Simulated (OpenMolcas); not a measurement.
Mo2+: from CASSCF to CASPT2

- Program: OpenMolcas 26.06
- Basis: ANO-RCC-VDZP [6s5p3d1f]
- Scalar Hamiltonian: DKH2, point nucleus
- Active space: 4 electrons in 6 orbitals (4d 5s)
- State averaging: 2S+1 = 5 even, 15 roots; 2S+1 = 3 even, 95 roots kept (CI in the orbitals of an earlier block); 2S+1 = 1 even, 90 roots kept (CI in the orbitals of an earlier block)
- Spin-orbit coupling: state interaction with AMFI integrals over the reference wave functions, term energies averaged over their components

Methods on the same reference wave functions:
A. CASSCF
B. SS-CASPT2, IPEA 0.25 Eh, imaginary shift 0.1 Eh (closed shells correlated: 4s 4p)
C. MS-CASPT2, IPEA 0.25 Eh, imaginary shift 0.1 Eh (closed shells correlated: 4s 4p)

Energies in cm⁻¹ above 4d⁴ ⁵D₀, the measured ground level; measured values from Sugar and Musgrove, J. Phys. Chem. Ref. Data 17, 155 (1988).

```csv
Level,A,B,C,Measured
4d⁴ ⁵D₀,0.0,0.0,0.0,0.0
4d⁴ ⁵D₁,250,265,265,242
4d⁴ ⁵D₂,701,731,731,668
4d⁴ ⁵D₃,1302,1336,1336,1224
4d⁴ ⁵D₄,2013,2040,2040,1872
4d⁴ ³P₀(1),14993,12370,12370,11149
4d⁴ ³H₄,15792,14660,14660,12680
4d⁴ ³P₁(1),16322,13750,13750,12510
4d⁴ ³H₅,16361,15350,15350,13276
4d⁴ ³H₆,16896,15930,15930,13811
4d⁴ ³F₂(1),17832,15640,15640,13929
4d⁴ ³F₃(1),17843,15680,15680,13948
4d⁴ ³F₄(1),18135,16080,16080,14296
4d⁴ ³P₂(1),18388,15780,15780,14358
4d⁴ ³G₃,20091,17920,17920,15871
4d⁴ ³G₄,20565,18370,18370,16283
4d⁴ ³G₅,20964,18870,18870,16714
4d⁴ ¹I₆,24517,22740,22740,20290
4d⁴ ³D₃,25345,21510,21510,19488
4d⁴ ³D₂,25443,21640,21640,19577
4d⁴ ³D₁,25784,21970,21970,
4d⁴ ¹G₄(1),26045,22850,22850,20612
4d⁴ ¹D₂(1),29744,26030,26030,22806
4d⁴ ¹S₀(1),29877,24490,24490,22990
```

Deviations, from unrounded energies. A percentage is the sum of absolute deviations over the sum of measured energies, with the sign that they share, or ± where signs differ.

```tsv
Against measurement	Levels	A	B	C
mean absolute deviation (cm-1)	22	3700	1600	1600
fine structure of the ground term (%)	4	+6.5	+9.1	+9.1
other terms of the ground configuration (%)	18	+27.3	+11.9	+11.9
```

B, C lie about equally close to measurement and A furthest from it. The largest miss of C in the table is 4d⁴ ¹D₂(1), by +3200 cm-1. The ranking rests on the paired levels alone, and a cruder setting can come out closer through cancelling errors.

Between B and C no level of the table moves by more than 5 cm-1.

The two smallest mean deviations differ by little beside CASPT2's spread within terms, so their order carries little weight.

From A to B the spin-free energies of the other terms of 4d⁴ shown, above ⁵D, scale by factors of 0.81 to 0.93, as is usual when dynamic correlation screens the repulsion within a d or f shell.

The lowest spin-free term lies below A's lowest term by 0.241 hartree in B, 0.241 hartree in C.

CASPT2 does not keep the components of a term degenerate, so their means are used; among the terms shown or strongly mixed into the levels shown the widest spread is 180 cm-1 (4d⁴ ¹I, C). Some levels mix across a computed gap that differs much from the measured one, so their mixing is not that of the real levels. Terms from blocks run as CI alone lack orbitals of their own. Configurations are named by rounded mean occupations; where the s occupation lies near a half they are strongly mixed, a name can repeat and a true partner stay unpaired. Without dynamic correlation excited terms often stand tens of per cent too high (terms of higher spin than the ground term too low), and those without a measured partner can miss by more than the paired ones (holds for A). Some terms miss by over 15 % even with CASPT2, which points to a basis or an active space too small for the shells correlated (holds for B; C). Blocks of more than 70 roots (2S+1 = 3 even, 1 even) ran without multistate coupling (holds for C). Computed and measured levels are paired by configuration, term and J; levels that our copy of the source lacks, or whose pairing is in doubt (as where it misses far off the trend of its configuration), stay unpaired and out of the deviations. Levels of configurations outside the active space are missing. Levels that lie high or do not pair safely by name in every column are left out.

A number in round brackets counts repeated terms of one configuration in the order of the reference energies.
